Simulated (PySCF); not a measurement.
SnHMe2Br, C₂H₇BrSn.
SMILES: `[H][Sn]([CH3])([CH3])[Br]`

Method used: PBE0-D3(BJ)/def2-SVP geometry optimisation, gas phase, def2 core potentials past Kr (PySCF 2.14.0).

Masses are those of the commonest isotopes; rigid-rotor values at the optimised geometry. 

Question: What are A, B and C (MHz)?

Answer: Ia = 136.86, Ib = 401.11, Ic = 477.27 u·Å²; 505379 MHz·u·Å²/I gives A = 3693, B = 1260, C = 1059 MHz.

Question: Classify the top.

Answer: An asymmetric top: κ = (2 × 1260 − 3693 − 1059)/(3693 − 1059) = -0.85.

Question: Is it planar, by Δ = Ic − Ia − Ib?

Answer: Not planar: Δ = Ic − Ia − Ib = -60.70 u·Å². For a rigid frame Δ = −2 Σ m c², so Σ m c² = 30.35 u·Å² lies off the ab plane: 11.14 from hydrogen and 19.21 from heavier atoms. The atom farthest from that plane is 1.92 Å away.

Question: Give the other two planar moments, Paa and Pbb, and the rms extents of the mass along the axes.

Answer: Paa = Σ m a² = (Ib + Ic − Ia)/2 = 370.76 and Pbb = Σ m b² = (Ia + Ic − Ib)/2 = 106.51 u·Å². With the mass M = 229.88 u, the rms extents √(P/M) along a, b and c are 1.27, 0.68, 0.36 Å.

Question: Give the coordinates in the principal-axis frame, origin at the centre of mass.

Answer: The sense of each axis is arbitrary; atoms in the order of the calculation.
```tsv
atom	mass (u)	a (Å)	b (Å)	c (Å)
Sn1	119.902	0.769	0.001	-0.223
H2	1.008	1.050	0.001	-1.916
C3	12.000	1.394	1.813	0.729
H4	1.008	2.482	1.944	0.652
H5	1.008	1.103	1.779	1.788
H6	1.008	0.889	2.661	0.247
C7	12.000	1.418	-1.802	0.733
H8	1.008	0.961	-2.663	0.226
H9	1.008	1.090	-1.788	1.781
H10	1.008	2.512	-1.893	0.691
Br11	78.918	-1.724	-0.003	0.072
```

Question: List the rotational levels J(Ka,Kc) to J = 2 (MHz).

Answer: Above 0(0,0):
J = 1: 1(0,1) 2319, 1(1,1) 4751, 1(1,0) 4953
J = 2: 2(0,2) 6945, 2(1,2) 9188, 2(1,1) 9791, 2(2,1) 17089, 2(2,0) 17101

Question: Which types of transition are allowed, and where do some lines up to J = 3 fall?

Answer: The dipole components are |μa| = 3.20 D, |μb| = 0.00 D, |μc| = 0.40 D; the mirror of this Cs structure is the ac plane, so μb vanishes by symmetry and there are no b-type lines. The squared components, which scale the intensities, stand as 1.00 : 0.02 (a : c). Some lines, for components of 0.1 D or more:

```tsv
type	branch	J(Ka,Kc)	MHz	lower level (cm⁻¹)
a	Q	2(1,1) ← 2(1,2)	603	0.306
a	Q	3(1,2) ← 3(1,3)	1206	0.528
c	Q	3(1,3) ← 3(0,3)	1982	0.462
a	R	2(0,2) ← 1(0,1)	4626	0.077
a	R	2(1,1) ← 1(1,0)	4839	0.165
c	R	1(1,0) ← 0(0,0)	4953	0.000
c	Q	3(2,2) ← 3(1,2)	7004	0.568
c	R	2(1,1) ← 1(0,1)	7472	0.077
c	R	2(2,1) ← 1(1,1)	12338	0.158
c	Q	3(3,1) ← 3(2,1)	12614	0.804
c	R	3(2,1) ← 2(1,1)	14314	0.327
c	R	3(2,2) ← 2(1,2)	14858	0.306
```

No PBE0-D3(BJ)/def2-SVP frequencies stand behind this structure, so it isn't proved a minimum. Constants of a rigid frame at the computed geometry: no zero-point averaging, no centrifugal distortion. A rigid rotor knows nothing of internal rotation, which can split or shift real lines. Quadrupole hyperfine structure (79Br) is left out.
